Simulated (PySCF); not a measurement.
## O (oxygen, neutral): UHF calculation

Configuration: [He] 2s1 2p5, high-spin 3P determinant (an excited configuration). Computed with PySCF 2.14 in aug-cc-pVQZ (6s5p4d3f2g, 80 functions), with no relativity, point nucleus.

| Item | Value |
| --- | --- |
| Total energy | -74.198264 hartree |
| One-electron energy | -102.4058 hartree |
| Hartree (Coulomb) energy | 36.2587 hartree |
| Exchange energy | -8.0512 hartree |
| Kinetic energy | 74.19583 hartree |
| ⟨S²⟩ | 2.0419 |
| ⟨L²⟩ | 2.007 |
| Sum of ⟨r⟩ | 7.811 bohr |
| Sum of ⟨r²⟩ | 12.11 bohr² |
| Traceless quadrupole moment −½Σ⟨3z² − r²⟩ along its main axis | 1.00 e·bohr² |
| Density at the nucleus (Gaussians lack the cusp) | 299 bohr⁻³ |
| Spin density at the nucleus | 8.47 bohr⁻³ |
| Langevin diamagnetic susceptibility | -9.59 ×10⁻⁶ cm³/mol |

```tsv
shell	electrons	mean orbital energy (hartree)	spread (hartree)	rms radius, mean of both spins (bohr)
1s α	1	-20.78491	0	0.231
1s β	1	-20.64909	0	0.231
2s α	1	-1.47616	0	1.21
2p α	3	-0.72948	0.08943	1.45
2p β	2	-0.44608	0	1.45
```

Spin-orbit constants ζ (cm⁻¹) from the X2C one-electron operator on these orbitals (non-relativistic here): bare nucleus, nucleus screened by l(l+1)(2l+1)/3 electrons, and screened by the Breit-Pauli mean field of the electrons.

```json
{"shell": "2p", "bare": "248.4", "screened nucleus": "186.3", "mean field": "160.4"}
```

To first order the Landé constant is A = -80.18 cm⁻¹, so the lowest level has J = 2 and lies 0.00994 eV below the centre of the term. This holds in LS coupling only.
